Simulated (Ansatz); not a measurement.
Br₄Zr (SMILES [Br][Zr]([Br])([Br])[Br]), singlet, geometry from GFN2-xTB (such geometries of metal compounds can be far from the true shape) (all electrons, no relativity); B3LYP/3-21G in Ansatz (a first-principles code).

Ansatz was given this input:
Ansatz 0.2 input:
```yaml
crystal:
  periodic: [false, false, false]
  atoms:
    - {symbol: Zr, position_ang: [0.00000000, 0.00000000, 0.00000000]}
    - {symbol: Br, position_ang: [1.95511769, -0.53272077, -1.43766626]}
    - {symbol: Br, position_ang: [0.75325476, 0.28348401, 2.35061799]}
    - {symbol: Br, position_ang: [-1.05976936, 2.10397017, -0.78953105]}
    - {symbol: Br, position_ang: [-1.64860309, -1.85473341, -0.12342069]}
basis:
  gaussian:
    orbitals: 3-21G.json
hamiltonian:
  xc: b3lyp
```
The basis file holds 3-21G in the JSON format of the Basis Set Exchange.

**Question.** What does Ansatz print? Leave out banner, timings and long lists.

**Answer.** 
```
Functional definition: B3LYP
1205 factors; integrals over basis functions are off by at most 3.4e-4 eV
mean field evaluation 1: about -374749.1574 eV, gradient 2.4e1 eV
mean field evaluation 2: about -374710.0379 eV, gradient 1.3e2 eV
mean field evaluation 4: about -374751.2736 eV, gradient 1.6e0 eV
mean field evaluation 8: about -374751.2814 eV, gradient 1.7e-2 eV
mean field -374751.28135759 eV, -13771.8555743497 hartree, gradient 3.9e-5 eV, S^2 0.000000; 0 other end points of the search recorded, 0 dependent functions left out
reference -374751.28168910 eV, -13771.8555865325 hartree; 90, 90 occupied and 41, 41 virtual orbitals, 1205 factors
Total energy: -374751.28168910 eV, -13771.8555865325 hartree
```
